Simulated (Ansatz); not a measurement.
One geometry of Cu₄Ag⁺, several levels of theory.

```yaml
crystal:
  periodic: [false, false, false]
  atoms:
    - {symbol: Ag, position_ang: [-0.437677, -0.003730, 0.925554]}
    - {symbol: Cu, position_ang: [-1.506075, -2.127470, -0.005210]}
    - {symbol: Cu, position_ang: [-0.439979, -0.706969, -1.488718]}
    - {symbol: Cu, position_ang: [1.439748, 0.706132, -0.592302]}
    - {symbol: Cu, position_ang: [0.943993, 2.132047, 1.160665]}
basis:
  gaussian: {orbitals: def2-TZVP, initial_orbitals: start.molden}
total_charge: 1
hamiltonian: {xc: {name: wB97X-V}}
scf: {omitted_lower_state_checks: [starts]}
output: {orbitals: {seedname: orbitals}}
```

The file start.molden holds the orbitals of an earlier run on this structure, at another level or in another basis.

```sh
$ ansatz run in.yaml --threads 4 --pin off --events-out ev --progress --plain --max-ram 4787MiB
```

It prints (some lines left out):

```
Functional definition: wB97X-V
2282 factors; integrals over basis functions are off by at most 4.7e-4 eV
391 factors; integrals over basis functions are off by at most 1.6e-5 eV
mean field evaluation 1: about -182540.3283 eV, gradient 5.0e0 eV
mean field evaluation 2: about -182540.4110 eV, gradient 1.2e-1 eV
mean field evaluation 4: about -182540.5708 eV, gradient 2.0e-3 eV
mean field -182540.57079510 eV, -6708.2422462770 hartree, gradient 2.1e-5 eV, S^2 0.000000; 0 other end points of the search recorded, 0 dependent functions left out
reference -182540.57079241 eV, -6708.2422461783 hartree; 67, 67 occupied and 153, 153 virtual orbitals, 2282 factors
Total energy: -182540.57079241 eV, -6708.2422461783 hartree
Checks for a lower state left out: starts
```

Run time 16 s (4 threads of Intel Xeon Platinum 8375C on a shared host), peak host memory 1.2 GiB.

The first input with `hamiltonian: {xc: r2scan, dispersion: d4}` (abridged; 8 s):

```
Functional definition: r2SCAN
mean field -182559.65145445 eV, -6708.9434475750 hartree, gradient 2.6e-5 eV, S^2 0.000000
Total energy: -182559.70211881 eV, -6708.9453094557 hartree
Checks for a lower state left out: starts
```

As the first input, with `gaussian: {orbitals: def2-SVP, initial_orbitals: start.molden}`, `hamiltonian: {xc: pbe0, dispersion: d4}` (abridged; 3.9 s):

```
Functional definition: PBE0
mean field -182505.54478206 eV, -6706.9550640393 hartree, gradient 2.7e-5 eV, S^2 0.000000
Total energy: -182505.77486669 eV, -6706.9635194937 hartree
Checks for a lower state left out: starts
```

First input, but with `gaussian: {orbitals: def2-SVP, initial_orbitals: start.molden}`, `correlation: {method: ccsd_t, frozen_orbitals: {Ag: 0, Cu: 9}}` and without the key `hamiltonian` (abridged; 34 s):

```
Functional definition: HF
mean field -182336.36779754 eV, -6700.7379245307 hartree, gradient 8.1e-6 eV, S^2 0.000000
36 core orbitals not correlated, not the lowest: weight in the atoms' cores, before any rotation towards them, 1.000 or more for the frozen orbitals, at most 0.000 for the correlated occupied ones
second order -43.77105842 eV of doubles, -0.00000000 eV of singles
cycle   1  -36.93336574 eV  change     6.8e0 eV  update   3.0e-1
cycle   2  -39.15066173 eV  change    -2.2e0 eV  update   1.6e-1
cycle   3  -39.39825232 eV  change   -2.5e-1 eV  update   5.6e-2
cycle   4  -39.39189243 eV  change    6.4e-3 eV  update   2.8e-2
cycle   5  -39.34782854 eV  change    4.4e-2 eV  update   1.6e-2
cycle   6  -39.34379430 eV  change    4.0e-3 eV  update   9.2e-3
cycle   7  -39.35934191 eV  change   -1.6e-2 eV  update   4.8e-3
cycle   8  -39.36180420 eV  change   -2.5e-3 eV  update   2.4e-3
cycle   9  -39.35883948 eV  change    3.0e-3 eV  update   1.5e-3
cycle  10  -39.35943375 eV  change   -5.9e-4 eV  update   8.2e-4
cycle  11  -39.36046380 eV  change   -1.0e-3 eV  update   5.3e-4
cycle  12  -39.35922906 eV  change    1.2e-3 eV  update   3.0e-4
cycle  13  -39.35892090 eV  change    3.1e-4 eV  update   1.7e-4
cycle  14  -39.35944813 eV  change   -5.3e-4 eV  update   9.9e-5
cycle  15  -39.35920627 eV  change    2.4e-4 eV  update   6.5e-5
cycle  16  -39.35921023 eV  change   -4.0e-6 eV  update   2.9e-5
perturbative correction -2.04888266 eV, -0.0752950489 hartree
Total energy: -182377.77589043 eV, -6702.2596438769 hartree
Checks for a lower state left out: starts
```

Geometry: PBE-D4/def2-SVP.

In the def2 sets Ag takes a core potential; there is no spin–orbit coupling. Correlated methods freeze 36 core orbitals; core or outer-core shells of Ag are correlated, in sets that lack core-valence functions. Another isomer (singlet) lies 0.25 eV lower at PBE0-D4/def2-TZVP; other spin states weren't run for this one.
